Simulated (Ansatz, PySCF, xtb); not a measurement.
Reaction R1 + R2 → P1 + P2, each structure at its B3LYP-D3(BJ)/def2-TZVP stationary point, reached from a drawn start (curvature not checked).
R1: C3H9Al (SMILES [CH3][Al]([CH3])[CH3]), charge 0, multiplicity 1.
P1, C2H6AlF (SMILES [CH3][Al]([CH3])[F]) (charge 0, multiplicity 1, Z-matrix in Å and degrees):
```
Al
F 1 1.6645
C 1 1.9465 2 116.47
H 3 1.0922 1 112.43 2 165.61
H 3 1.0929 4 108.30 1 123.56
H 3 1.0948 4 107.37 5 114.71
C 1 1.9465 2 116.40 3 -179.92
H 7 1.0921 1 112.50 2 169.01
H 7 1.0931 8 108.23 1 123.38
H 7 1.0946 8 107.50 9 114.67
```
P2, CH4 (SMILES C) (charge 0, multiplicity 1):
```xyz
5

C      0.00000     0.00000     0.00000
H      0.62892     0.62892     0.62892
H     -0.62892    -0.62892     0.62892
H      0.62892    -0.62892    -0.62892
H     -0.62892     0.62892    -0.62892
```
R2: HF (SMILES F), charge 0, multiplicity 1.

P less R. No zero-point or thermal terms.

Cores are frozen in the correlated methods.

The values were computed with Ansatz (Gaussian orbitals); PySCF for the D3/D4 terms; xtb for the GFN methods. No computed number here is a measurement.

The comparison value is -49.54 kcal/mol (CCSD(T)/cc-pV(T+d)Z). It is a level with limits of its own, not the exact answer.

### Question
Order these levels by how close they come to the comparison value for the reaction energy, closest first: BLYP-D4/def2-TZVPP, HF/cc-pV(D+d)Z, GFN2-xTB, BLYP-D3(BJ)/def2-TZVPP, SVWN5/def2-TZVPP. Give each level's value less the comparison value.

### Answer
BLYP-D3(BJ)/def2-TZVPP (-0.75 kcal/mol), BLYP-D4/def2-TZVPP (-0.90 kcal/mol), SVWN5/def2-TZVPP (2.73 kcal/mol), HF/cc-pV(D+d)Z (-4.52 kcal/mol), GFN2-xTB (-28.35 kcal/mol)

Ansatz is a program for electronic structure.
